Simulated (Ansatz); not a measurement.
Reaction (ligand exchange at a B–C bond): `FB(F)C[SiH3]` + HBr → `FB(F)Br` + `C[SiH3]`

Calculated with Ansatz (gas phase, PBE0-D4/def2-TZVP geometries, no zero-point term in ΔE). CCSD(T)/CBS is the MP2 limit (def2-TZVPP, def2-QZVPP) plus CCSD(T) − MP2 in def2-TZVPP, frozen cores. This one scheme is used for every species. Functionals use def2-TZVPP. For Br outer-core shells are correlated without core-valence functions, which leaves a few kJ/mol of doubt a bond. Scalar relativity is left out up to krypton. One conformer a species, not always the lowest.

`FB(F)C[SiH3]`:

Z-matrix (Å, degrees):
```
C
Si 1 1.887
B 1 1.546 2 112.5
H 1 1.093 2 106.7 3 121.8
H 1 1.093 2 106.6 3 -121.7
H 2 1.486 1 110.2 3 -60.0
H 2 1.486 1 109.5 3 -179.9
H 2 1.486 1 110.2 3 60.2
F 3 1.324 1 122.0 2 89.5
F 3 1.324 1 122.0 2 -88.7
```

HBr:

Cartesian coordinates in Å:
```
Br 0.452 0.535 0.116
H -0.452 -0.535 -0.116
```

`FB(F)Br`:

Z-matrix (Å, degrees):
```
B
F 1 1.309
Br 1 1.903 2 120.4
F 1 1.309 2 119.2 3 180.0
```

`C[SiH3]`:

```xyz
8

C     0.170    0.955   -0.181
Si   -0.152   -0.855    0.162
H     1.126    1.088   -0.693
H     0.201    1.527    0.749
H    -0.615    1.376   -0.813
H    -0.191   -1.632   -1.106
H    -1.456   -1.034    0.858
H     0.917   -1.425    1.025
```

| level | ΔE (eV) |
| --- | --- |
| ωB97X-V | -0.44 |
| HF/def2-TZVPP | -0.47 |

(1) What does CCSD(T)/CBS give? (Estimate.)

Largest T1 diagnostic among the species: 0.012.

Results:

(1) Ansatz gave: -0.44 eV. The listed levels differ from it by 0.00, -0.03 eV.
